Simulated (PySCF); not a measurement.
Ligand exchange on a metal centre used in film growth or etching (Cd OH-NH2). All species are isolated molecules in the gas phase. One relaxed conformer stands for each flexible species; it need not be the lowest.

Level of theory: TPSSh-D3(BJ)/def2-TZVP // r2SCAN-D4/def2-SVP in PySCF. All candidates: neutral, multiplicity 1. 

```json
{
 "HOMO": "-6.35 eV",
 "LUMO": "-1.37 eV",
 "HOMO–LUMO gap": "4.99 eV"
}
```

### Question
Which member has these values?
A. [Cd(NH2)2]
B. [Cd(OH)(NH2)]
C. [Cd(OH)2]

### Answer
B, [Cd(OH)(NH2)]. The others give [Cd(OH)2]: -7.14 eV, -1.81 eV, 5.33 eV; [Cd(NH2)2]: -5.91 eV, -0.92 eV, 4.98 eV
